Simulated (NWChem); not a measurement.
System: CH₄N₂OSi; SMILES N#CO[SiH2]N

NWChem input:

```
start job
memory heap 200 mb stack 900 mb global 1100 mb
geometry units angstroms noautoz
  N      0.253619     2.864924     0.196696
  C     -0.099427     1.757810     0.157239
  O     -0.514493     0.551645     0.117973
  Si     0.460040    -0.866436    -0.110673
  N     -0.518869    -2.251374    -0.097562
  H      1.100481    -0.694766    -1.437447
  H      1.403008    -0.885614     1.034062
  H     -0.872819    -2.649828     0.764141
  H     -1.077099    -2.521217    -0.898901
end
basis spherical
  * library 6-31g*
end
dft
  xc b3lyp
  iterations 150
  mulliken
end
task dft gradient
```

Output (shortened):

```
             Northwest Computational Chemistry Package (NWChem) 7.3.0
             --------------------------------------------------------

 CS  symmetry detected

                             Geometry "geometry" -> ""
                             -------------------------

 Output coordinates in angstroms (scale by  1.889725989 to convert to a.u.)

  No.       Tag          Charge          X              Y              Z
 ---- ---------------- ---------- -------------- -------------- --------------
    1 N                    7.0000     0.10877064     2.87120616     0.00000000
    2 C                    6.0000    -0.19357671     1.74849344     0.00000000
    3 O                    8.0000    -0.55361176     0.52414542     0.00000000
    4 Si                  14.0000     0.49586030    -0.85844418     0.00000000
    5 N                    7.0000    -0.42282037    -2.28410582     0.00000000
    6 H                    1.0000     1.28919541    -0.75114390    -1.24862858
    7 H                    1.0000     1.28919541    -0.75114390     1.24862858
    8 H                    1.0000    -0.86586629    -2.63666001     0.84023435
    9 H                    1.0000    -0.86586629    -2.63666001    -0.84023435

 Effective nuclear repulsion energy (a.u.)     207.2217351402

      Symmetry information
      --------------------

 Group name             Cs
 Group number              2
 Group order               2
 No. of unique centers     7

                                 NWChem DFT Module
                                 -----------------

 Summary of "ao basis" -> "ao basis" (spherical)
 ------------------------------------------------------------------------------
       Tag                 Description            Shells   Functions and Types
 ---------------- ------------------------------  ------  ---------------------
 N                           6-31g*                  6       14   3s2p1d
 C                           6-31g*                  6       14   3s2p1d
 O                           6-31g*                  6       14   3s2p1d
 Si                          6-31g*                  8       18   4s3p1d
 H                           6-31g*                  2        2   2s

      Symmetry analysis of basis
      --------------------------

        a'         57
        a"         25

            General Information
            -------------------
          SCF calculation type: DFT
          Wavefunction type:  closed shell.
          No. of atoms     :     9
          No. of electrons :    46
           Alpha electrons :    23
            Beta electrons :    23
          Charge           :     0
          Spin multiplicity:     1
          Use of symmetry is: on ; symmetry adaption is: on
          Maximum number of iterations: 150
          AO basis - number of functions:    82
                     number of shells:    40
          Convergence on energy requested:  1.00D-06
          Convergence on density requested:  1.00D-05
          Convergence on gradient requested:  5.00D-04

              XC Information
              --------------
                         B3LYP Method XC Potential
                     Hartree-Fock (Exact) Exchange  0.200
                        Slater Exchange Functional  0.800 local
                    Becke 1988 Exchange Functional  0.720 non-local
              Lee-Yang-Parr Correlation Functional  0.810
                  VWN I RPA Correlation Functional  0.190 local

             Grid Information
             ----------------
          Grid used for XC integration:  medium
          Radial quadrature: Mura-Knowles
          Angular quadrature: Lebedev.
          Tag              B.-S. Rad. Rad. Pts. Rad. Cut. Ang. Pts.
          ---              ---------- --------- --------- ---------
          N                   0.65       49          13.0       434
          C                   0.70       49          11.0       434
          O                   0.60       49           9.0       434
          Si                  1.10       88           9.0       590
          H                   0.35       45          12.0       434
          Grid pruning is: on
          Number of quadrature shells:   374
          Spatial weights used:  Erf1

      Superposition of Atomic Density Guess
      -------------------------------------

 Sum of atomic energies:        -511.81232055

      Non-variational initial energy
      ------------------------------

 Total energy =    -513.922429
 1-e energy   =   -1115.233151
 2-e energy   =     394.088986
 HOMO         =      -0.367349
 LUMO         =       0.062888

      Symmetry analysis of molecular orbitals - initial
      -------------------------------------------------

  Numbering of irreducible representations:

     1 a'          2 a"

  Orbital symmetries:

     1 a'          2 a'          3 a'          4 a'          5 a'
     6 a'          7 a'          8 a"          9 a'         10 a'
    11 a'         12 a'         13 a'         14 a'         15 a"
    16 a'         17 a"         18 a'         19 a'         20 a"
    21 a'         22 a"         23 a'         24 a'         25 a'
    26 a'         27 a"         28 a'         29 a"         30 a"
    31 a'         32 a'         33 a'

     ---------------------------------------------
      Total Density - Mulliken Population Analysis
     ---------------------------------------------

    Atom       Charge   Shell Charges
 -----------   ------   -------------------------------------------------------
    1 N    7     7.97   2.00  0.89  2.50  0.96  1.59  0.03
    2 C    6     4.95   2.00  0.69  1.49  0.28  0.41  0.09
    3 O    8     8.66   2.00  0.91  2.98  0.92  1.85  0.02
    4 Si  14    12.99   2.00  2.00  5.97  0.88  1.37  0.25  0.31  0.21
    5 N    7     8.18   2.00  0.82  2.67  0.80  1.88  0.01
    6 H    1     1.07   0.47  0.60
    7 H    1     1.07   0.47  0.60
    8 H    1     0.55   0.40  0.15
    9 H    1     0.55   0.40  0.15

   convergence    iter        energy       DeltaE   RMS-Dens  Diis-err
 ---------------- ----- ----------------- --------- --------- ---------
 d= 0,ls=0.0,diis     1   -514.6115589722 -7.22D+02  2.00D-02  1.11D+00
 d= 0,ls=0.0,diis     2   -514.2280319099  3.84D-01  1.46D-02  4.51D+00
 d= 0,ls=0.0,diis     3   -514.7349818837 -5.07D-01  3.27D-03  1.51D-01
 d= 0,ls=0.0,diis     4   -514.7464996959 -1.15D-02  1.29D-03  4.56D-02
 d= 0,ls=0.0,diis     5   -514.7508238776 -4.32D-03  2.24D-04  5.49D-04
  Resetting Diis
 d= 0,ls=0.0,diis     6   -514.7508823529 -5.85D-05  5.81D-05  2.50D-05
 d= 0,ls=0.0,diis     7   -514.7508845564 -2.20D-06  4.86D-05  9.23D-06
 d= 0,ls=0.0,diis     8   -514.7508826677  1.89D-06  3.21D-05  2.68D-05
 d= 0,ls=0.0,diis     9   -514.7508854467 -2.78D-06  5.46D-06  8.20D-07
 d= 0,ls=0.0,diis    10   -514.7508855331 -8.64D-08  8.43D-07  7.98D-09

         Total DFT energy =     -514.750885533132
      One electron energy =    -1118.239157297711
           Coulomb energy =      446.577399749741
    Exchange-Corr. energy =      -50.310863125367
 Nuclear repulsion energy =      207.221735140205

 Numeric. integr. density =       46.000003967690

                  Occupations of the irreducible representations
                  ----------------------------------------------

                     irrep           alpha         beta
                     --------     --------     --------
                     a'               18.0         18.0
                     a"                5.0          5.0

                       DFT Final Molecular Orbital Analysis
                       ------------------------------------

 Vector   21  Occ=2.000000D+00  E=-3.054687D-01  Symmetry=a'
              MO Center= -3.1D-01, -1.7D+00, -1.3D-17, r^2= 3.0D+00
   Bfn.  Coefficient  Atom+Function         Bfn.  Coefficient  Atom+Function
  ----- ------------  ---------------      ----- ------------  ---------------
    63      0.413790  5 N  px                64     -0.343659  5 N  py
    67      0.334245  5 N  px                68     -0.295321  5 N  py
    17      0.122806  2 C  px                 3      0.109847  1 N  px
    34      0.103416  3 O  s                  4     -0.097793  1 N  py
    49      0.094826  4 Si px                22     -0.090332  2 C  py

 Vector   22  Occ=2.000000D+00  E=-2.940997D-01  Symmetry=a'
              MO Center= -1.1D-01,  1.7D+00, -1.9D-15, r^2= 3.3D+00
   Bfn.  Coefficient  Atom+Function         Bfn.  Coefficient  Atom+Function
  ----- ------------  ---------------      ----- ------------  ---------------
     3      0.412567  1 N  px                17      0.305221  2 C  px
    31     -0.293265  3 O  px                 7      0.261958  1 N  px
    35     -0.229692  3 O  px                21      0.164023  2 C  px
    63     -0.135652  5 N  px                67     -0.120873  5 N  px
     4     -0.110791  1 N  py                64      0.103253  5 N  py

 Vector   23  Occ=2.000000D+00  E=-2.839772D-01  Symmetry=a"
              MO Center= -7.0D-02,  1.9D+00, -6.6D-16, r^2= 2.1D+00
   Bfn.  Coefficient  Atom+Function         Bfn.  Coefficient  Atom+Function
  ----- ------------  ---------------      ----- ------------  ---------------
     5      0.443392  1 N  pz                33     -0.354259  3 O  pz
    19      0.291469  2 C  pz                37     -0.290688  3 O  pz
     9      0.279791  1 N  pz                23      0.167890  2 C  pz
    76     -0.112034  6 H  s                 78      0.112034  7 H  s
    75     -0.056123  6 H  s                 77      0.056123  7 H  s

 Vector   24  Occ=0.000000D+00  E= 1.233549D-02  Symmetry=a'
              MO Center=  4.5D-01, -1.2D+00,  3.8D-15, r^2= 5.0D+00
   Bfn.  Coefficient  Atom+Function         Bfn.  Coefficient  Atom+Function
  ----- ------------  ---------------      ----- ------------  ---------------
    66      1.099377  5 N  s                 54      1.046783  4 Si py
     6     -0.332807  1 N  s                 80     -0.312163  8 H  s
    82     -0.312163  9 H  s                 50      0.299354  4 Si py
    22      0.296628  2 C  py                53      0.268688  4 Si px
    31     -0.150747  3 O  px                35     -0.148923  3 O  px

 Vector   25  Occ=0.000000D+00  E= 1.791665D-02  Symmetry=a'
              MO Center= -1.4D-02, -8.5D-01, -9.7D-15, r^2= 4.7D+00
   Bfn.  Coefficient  Atom+Function         Bfn.  Coefficient  Atom+Function
  ----- ------------  ---------------      ----- ------------  ---------------
    53      0.841391  4 Si px                66      0.655245  5 N  s
    34      0.494137  3 O  s                  6      0.425213  1 N  s
    52     -0.423210  4 Si s                 20     -0.382616  2 C  s
    54     -0.377557  4 Si py                22     -0.335337  2 C  py
    80     -0.326251  8 H  s                 82     -0.326251  9 H  s

 Vector   26  Occ=0.000000D+00  E= 7.225725D-02  Symmetry=a"
              MO Center=  4.2D-02,  2.9D-01,  3.1D-14, r^2= 5.5D+00
   Bfn.  Coefficient  Atom+Function         Bfn.  Coefficient  Atom+Function
  ----- ------------  ---------------      ----- ------------  ---------------
    55      0.856938  4 Si pz                76      0.721681  6 H  s
    78     -0.721681  7 H  s                 23     -0.459333  2 C  pz
    51      0.453603  4 Si pz                80     -0.433308  8 H  s
    82      0.433308  9 H  s                  9      0.405314  1 N  pz
    19     -0.349676  2 C  pz                 5      0.307657  1 N  pz

     ---------------------------------------------
      Total Density - Mulliken Population Analysis
     ---------------------------------------------

    Atom       Charge   Shell Charges
 -----------   ------   -------------------------------------------------------
    1 N    7     7.32   2.00  0.85  2.27  0.86  1.31  0.04
    2 C    6     5.62   2.00  0.68  2.01  0.21  0.63  0.09
    3 O    8     8.52   2.00  0.89  2.96  0.95  1.70  0.02
    4 Si  14    13.26   2.00  2.00  5.96  0.93  1.69  0.16  0.23  0.28
    5 N    7     7.84   2.00  0.77  2.56  0.82  1.68  0.02
    6 H    1     1.07   0.51  0.55
    7 H    1     1.07   0.51  0.55
    8 H    1     0.65   0.50  0.15
    9 H    1     0.65   0.50  0.15

     -------------------------------------------
      Total Density - Lowdin Population Analysis
     -------------------------------------------

    Atom       Charge   Shell Charges
 -----------   ------   -------------------------------------------------------
    1 N    7     7.18   1.99  0.76  2.12  0.68  1.56  0.07
    2 C    6     5.98   1.98  0.52  1.79  0.34  1.15  0.21
    3 O    8     8.24   1.99  0.83  2.80  0.64  1.93  0.05
    4 Si  14    13.44   2.00  1.97  5.88  0.63  1.54  0.35  0.67  0.40
    5 N    7     7.61   1.99  0.69  2.40  0.57  1.92  0.03
    6 H    1     1.04   0.50  0.53
    7 H    1     1.04   0.50  0.53
    8 H    1     0.74   0.46  0.27
    9 H    1     0.74   0.46  0.27

     Multipole analysis of the density
     ---------------------------------

     L   x y z        total         alpha         beta         nuclear
     -   - - -        -----         -----         ----         -------
     0   0 0 0     -0.000000    -23.000000    -23.000000     46.000000

     1   1 0 0     -0.294958     -0.147479     -0.147479     -0.000000
     1   0 1 0     -2.347436     -1.173718     -1.173718      0.000000
     1   0 0 1     -0.000000     -0.000000     -0.000000      0.000000

     2   2 0 0    -26.092630    -34.966863    -34.966863     43.841096
     2   1 1 0      1.890419     -1.312035     -1.312035      4.514489
     2   1 0 1     -0.000000     -0.000000     -0.000000      0.000000
     2   0 2 0    -33.901404   -267.134663   -267.134663    500.367922
     2   0 1 1     -0.000000     -0.000000     -0.000000      0.000000
     2   0 0 2    -25.197147    -20.687274    -20.687274     16.177400

            General Information
            -------------------
          SCF calculation type: DFT
          Wavefunction type:  closed shell.
          No. of atoms     :     9
          No. of electrons :    46
           Alpha electrons :    23
            Beta electrons :    23
          Charge           :     0
          Spin multiplicity:     1
          Use of symmetry is: on ; symmetry adaption is: on
          Maximum number of iterations: 150
          AO basis - number of functions:    82
                     number of shells:    40
          Convergence on energy requested:  1.00D-06
          Convergence on density requested:  1.00D-05
          Convergence on gradient requested:  5.00D-04

              XC Information
              --------------
                         B3LYP Method XC Potential
                     Hartree-Fock (Exact) Exchange  0.200
                        Slater Exchange Functional  0.800 local
                    Becke 1988 Exchange Functional  0.720 non-local
              Lee-Yang-Parr Correlation Functional  0.810
                  VWN I RPA Correlation Functional  0.190 local

[...]

                         DFT ENERGY GRADIENTS

    atom               coordinates                        gradient
                 x          y          z           x          y          z
   1 N       0.205547   5.425793   0.000000   -0.002353  -0.010754   0.000000
   2 C      -0.365807   3.304173   0.000000   -0.003261  -0.001856   0.000000
   3 O      -1.046175   0.990491   0.000000    0.005192   0.014991   0.000000
   4 Si      0.937040  -1.622224   0.000000   -0.002475  -0.006809   0.000000
   5 N      -0.799015  -4.316334   0.000000    0.001363   0.003052   0.000000
   6 H       2.436226  -1.419456  -2.359566    0.001075   0.000988  -0.002081
   7 H       2.436226  -1.419456   2.359566    0.001075   0.000988   0.002081
   8 H      -1.636250  -4.982565   1.587813   -0.000308  -0.000300   0.000842
   9 H      -1.636250  -4.982565  -1.587813   -0.000308  -0.000300  -0.000842
```

Level: B3LYP/6-31G* (spherical d). The geometry was optimised at PBE0/def2-SVP. B3LYP is NWChem's, with the RPA form of VWN correlation.
